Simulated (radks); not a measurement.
The numbers below are computed, except where a source is named.
How relativity changes the ionisation of the manganese ion Mn2+ ([Ar] 3d5) to Mn3+ ([Ar] 3d4). Spin-unpolarised spherical Kohn-Sham, PBE, point nucleus unless stated (finite: rms radius 3.7057 fm), a radial shooting solver on a logarithmic mesh with Libxc functionals. A level marked "c x" has the speed of light scaled by that factor and shares open shells by 2j + 1; other Dirac levels either fill j = l - 1/2 first or share by 2j + 1.

non-rel.: E(Mn2+) (hartree) -1149.67970; E(Mn3+) (hartree) -1148.47734; IE (eV) 32.718; HOMO 3d; <r> HOMO (bohr) 1.143
scalar-rel.: E(Mn2+) (hartree) -1157.41325; E(Mn3+) (hartree) -1156.21819; IE (eV) 32.519; HOMO 3d; <r> HOMO (bohr) 1.149
scalar-rel., finite nucleus: E(Mn2+) (hartree) -1157.40984; E(Mn3+) (hartree) -1156.21478; IE (eV) 32.519; HOMO 3d; <r> HOMO (bohr) 1.149
Dirac, 2j+1 shares: E(Mn2+) (hartree) -1157.43316; E(Mn3+) (hartree) -1156.23812; IE (eV) 32.519; HOMO 3d5/2; <r> HOMO (bohr) 1.151
Dirac, low j first: E(Mn2+) (hartree) -1157.44222; E(Mn3+) (hartree) -1156.25056; IE (eV) 32.427; HOMO 3d5/2; <r> HOMO (bohr) 1.152
Dirac, 2j+1 shares, finite nucleus: E(Mn2+) (hartree) -1157.42975; E(Mn3+) (hartree) -1156.23471; IE (eV) 32.519; HOMO 3d5/2; <r> HOMO (bohr) 1.151
Dirac, c x 0.75: E(Mn2+) (hartree) -1163.64401; E(Mn3+) (hartree) -1162.45461; IE (eV) 32.365; HOMO 3d5/2; <r> HOMO (bohr) 1.157
Dirac, c x 2: E(Mn2+) (hartree) -1151.59439; E(Mn3+) (hartree) -1150.39387; IE (eV) 32.668; HOMO 3d5/2; <r> HOMO (bohr) 1.145
Dirac, c x 100: E(Mn2+) (hartree) -1149.68047; E(Mn3+) (hartree) -1148.47810; IE (eV) 32.718; HOMO 3d5/2; <r> HOMO (bohr) 1.143

NIST Atomic Spectra Database: 33.67 eV (measured). The relativistic part of the total energy of Mn2+ is -7.75 hartree (Dirac, 2j+1 shares, finite nucleus), 0.67 % of the non-relativistic value. Spin polarisation and multiplet splitting of open shells are left out at every level.

Beside tabulated values, note that spin-unpolarised runs miss the spin-polarisation part of the exchange energy of open shells.
